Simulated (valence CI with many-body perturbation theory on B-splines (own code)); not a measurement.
Energy levels of As XII

Method: valence CI with perturbative core correlation (CI+MBPT): four valence electrons over a frozen Dirac-Fock core [Ar], radial functions for each j: 7 s, 7 p, 8 d, 6 f, 4 g, 1 h, with the one-electron correlation potential Σ1, the two-electron term Σ2, the three-electron term Σ3, Breit, model QED; selected CI, second order for the rest, scaled by the run's own slope (own B-spline code, finite nucleus).

No measured spectrum was set against this ion. As an estimate, terms of the open shell hold to 2 to 4 % of their energy, and close levels can change places. The list stops below the first excitations out of the core. Only levels of the ground parity were solved; by the run's estimate the other parity begins above the list, which can be wrong where configurations are misplaced.

Levels 1 to 34 of 34, with energies above the lowest level, 3d⁴ ⁵D_0. "Leading %" is the weight of the configuration and term that name the level; weights of strongly mixed levels are sums over their largest components and can fall short. In the jj column 3d3/2^4 stands for four electrons in 3d with j = 3/2. Lifetimes count E1, E2, E3, M1 and M2 decay at the calculated energies, and are blank where another channel may lead or the interval is too uncertain; long ones can be off by a factor of two.

```
No.  Configuration  Term  J  E (cm⁻¹)  Leading %              Leading jj  Lifetime
  1            3d⁴    ⁵D  0       0.0         97  3d3/2^2 3d5/2^2 (60 %)          
  2            3d⁴    ⁵D  1      1129         98    3d3/2^3 3d5/2 (61 %)    13.1 s
  3            3d⁴    ⁵D  2      3006         99  3d3/2^2 3d5/2^2 (67 %)    2.70 s
  4            3d⁴    ⁵D  3      5334         99  3d3/2^2 3d5/2^2 (49 %)    1.73 s
  5            3d⁴    ⁵D  4      7933         98    3d3/2 3d5/2^3 (42 %)    2.12 s
  6            3d⁴    ³P  0     42923         92          3d3/2^4 (57 %)   9.67 ms
  7            3d⁴    ³H  4     45965         81    3d3/2^3 3d5/2 (60 %)    195 ms
  8            3d⁴    ³H  5     48654         92  3d3/2^2 3d5/2^2 (88 %)    1.97 s
  9            3d⁴    ³P  1     48971         97    3d3/2^3 3d5/2 (36 %)   11.7 ms
 10            3d⁴    ³H  6     50648         97  3d3/2^2 3d5/2^2 (58 %)    6.28 s
 11            3d⁴    ³F  3     51985         66  3d3/2^2 3d5/2^2 (57 %)   25.7 ms
 12            3d⁴    ³F  2     52621         97  3d3/2^2 3d5/2^2 (54 %)   36.1 ms
 13            3d⁴    ³F  4     53608         70  3d3/2^2 3d5/2^2 (40 %)   18.3 ms
 14            3d⁴    ³P  2     56878         94    3d3/2 3d5/2^3 (41 %)   20.2 ms
 15            3d⁴    ³G  3     59536         66    3d3/2 3d5/2^3 (63 %)   44.0 ms
 16            3d⁴    ³G  4     60359         73  3d3/2^2 3d5/2^2 (74 %)   84.5 ms
 17            3d⁴    ³G  5     62295         92    3d3/2 3d5/2^3 (88 %)   88.2 ms
 18            3d⁴    ³D  3     71670         97    3d3/2 3d5/2^3 (44 %)   23.1 ms
 19            3d⁴    ³D  2     72538         89    3d3/2^3 3d5/2 (29 %)   21.8 ms
 20            3d⁴    ¹I  6     72568         97    3d3/2 3d5/2^3 (58 %)   51.2 ms
 21            3d⁴    ³D  1     73897         98    3d3/2 3d5/2^3 (57 %)   18.2 ms
 22            3d⁴    ¹G  4     75260         83          3d5/2^4 (46 %)   14.4 ms
 23            3d⁴    ¹S  0     81410         94    3d3/2 3d5/2^3 (60 %)   10.1 ms
 24            3d⁴    ¹D  2     91429         91  3d3/2^2 3d5/2^2 (39 %)   12.2 ms
 25            3d⁴    ¹F  3    101560         94    3d3/2 3d5/2^3 (56 %)          
 26            3d⁴    ³P  2    117880         98  3d3/2^2 3d5/2^2 (58 %)   13.9 ms
 27            3d⁴    ³F  4    119970         97  3d3/2^2 3d5/2^2 (75 %)          
 28            3d⁴    ³F  2    120870         98  3d3/2^2 3d5/2^2 (55 %)   10.3 ms
 29            3d⁴    ³F  3    121590         95    3d3/2 3d5/2^3 (82 %)          
 30            3d⁴    ³P  1    123790        100    3d3/2 3d5/2^3 (86 %)          
 31            3d⁴    ³P  0    126700         99          3d5/2^4 (56 %)          
 32            3d⁴    ¹G  4    136740         97    3d3/2 3d5/2^3 (64 %)          
 33            3d⁴    ¹D  2    179240         99  3d3/2^2 3d5/2^2 (59 %)          
 34            3d⁴    ¹S  0    231770         99  3d3/2^2 3d5/2^2 (65 %)
```

Names give the largest LS component (configuration and term), which can be under half, so a name can repeat, a term be missing and a line seem to break the LS rules; names also repeat where a configuration has a term twice.

The ionisation energy to 3d³ ⁴F3/2 of the next ion comes out as 333.32 eV (NIST: 333 ± 2.5 eV (theoretical)). All 34 levels together are meant to be complete up to 553960 cm⁻¹.
